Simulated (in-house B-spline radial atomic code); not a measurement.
**How G0W0 and RPA depend on the start: Kr7+**

Configuration [Ar] 3d10 4s1, highest spin. Computed with a B-spline radial code for spherical atoms: all electrons, scalar-relativistic (spin-free one-electron X2C), finite nucleus, each spin shell either full or empty, empty states to l = 9 with an (l + 1/2)⁻⁴ tail; G0W0 by contour deformation at full frequency.

```tsv
start	mean-field 4s up (eV)	G0W0 (eV)	QP weight	RPA correlation (Eh)
Hartree-Fock	-124.81	-126.50	0.987	-2.0626
LDA VWN5	-119.95	-127.09	0.977	-2.2253
PBE	-119.46	-127.02	0.977	-2.2218
PBE0	-120.97	?	?	?
r2SCAN	-119.76	-126.93	0.978	-2.1919
HSE06	-120.74	-126.90	0.980	-2.1806
B3LYP (VWN-RPA)	-121.08	-126.93	0.980	-2.1882
SCAN	-120.02	-126.93	0.978	-2.1906
TPSS	-119.21	-127.02	0.978	-2.2131
BHandHLYP	-122.69	-126.76	0.983	-2.1384
CAM-B3LYP	-122.98	-126.87	0.982	-2.1755
LC-wPBE	-124.46	-126.87	0.984	-2.1831
wB97X	-123.42	-126.77	0.984	-2.1697
PBEsol	-119.44	-127.04	0.977	-2.2228
BLYP	-119.73	-127.06	0.977	-2.2234
r2SCAN0	-121.25	?	?	?
LDA exchange-only	-118.72	-127.13	0.978	-2.2255
```

What G0W0 level, weight and RPA correlation energy follow from the PBE0 start?

G0W0 level -126.87 eV, weight 0.980, RPA correlation -2.1781 hartree.

What G0W0 level, weight and RPA correlation energy follow from the r2SCAN0 start?

G0W0 level -126.81 eV, weight 0.981, RPA correlation -2.1578 hartree.

How much of the dependence on the start does G0W0 remove?

The mean-field levels span 6.09 eV and the G0W0 levels 0.624 eV. Against 125.802 ± 0.003 eV (NIST, measured) the G0W0 removal energies are off by +0.70 to +1.33 eV, with spin-orbit coupling, Breit and QED terms left out.
